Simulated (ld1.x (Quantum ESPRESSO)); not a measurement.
# What one change does to a pseudopotential (Pd (Z = 46), TM)

- Element: Pd (Z = 46)
- Generator: ld1.x (Quantum ESPRESSO) 7.5
- Type: norm-conserving Troullier–Martins (Kleinman–Bylander form)
- Functional: Wu–Cohen
- Relativity: scalar-relativistic
- Frozen core: [Ar] 3d10 4s2
- Valence charge: 16
- Reference configuration: 4p6 4d10 5s0
- Partial waves: 5s (bound, empty): rc 2.15 bohr; 4d (bound): rc 1.60 bohr; 4p (bound): rc 1.35 bohr
- Local potential: the p channel
- Core correction: none

Change: wave 5s (bound): rc 2.15 bohr becomes 5s (bound): rc 2.90 bohr.

Cutoffs: the cutoffs (Ry, on a coarse ladder) from which the occupation-weighted sum of valence levels, in a spherical-Bessel basis at the reference potential, stays within 10 and 1 mRy of its value at 400 Ry; they do not see the model core or the augmentation charge, which bear on the density cutoff. Errors are all-electron minus pseudo energies relative to the spin-unpolarised reference configuration.

Question: Predict the effect on cutoff, ghosts and configuration errors.

Answer: The potential gets neither clearly harder nor softer (70 Ry and 120 Ry → 70 Ry and 120 Ry); both files keep a bound ghost (s); of the 7 tests that both files solve, the error grows in 0 and shrinks in 2 by more than 15 % and 0.3 meV (median size 5.5 → 4.5 meV).

```csv
quantity,base,changed
"cutoff, loose",70 Ry,70 Ry
"cutoff, tight",120 Ry,120 Ry
bound ghosts,s,s
"error for 4p6 4d9 5s0, meV [ΔE 9.12 eV]",+1.0,+0.9
"error for 4p6 4d8 5s0, meV [ΔE 29.95 eV]",+2.9,+2.8
"error for 4p6 4d7 5s0, meV [ΔE 64.31 eV]",+5.5,+5.3
"error for 4p6 4d9.5 5s0, meV [ΔE 3.23 eV]",+0.3,+0.3
"error for 4p6 4d8 5s1, meV [ΔE 13.68 eV]",-45,-13
"error for 4p6 4d9 5s1, meV [ΔE 1.53 eV]",-15,-4.5
"error for 4p5 4d10 5s0, meV [ΔE 57.14 eV]",-49,-49
```

Base: These tests converged, but a pseudo level misses the all-electron one widely, so the file describes the atom poorly there or has found another state: 4p6 4d7 5s0: empty 5s by 4.8 eV (a node warning on the way). A true bound ghost makes a file unfit for plane-wave use even where its test errors are small: the radial tests pick states by their node count and pass the ghost by.
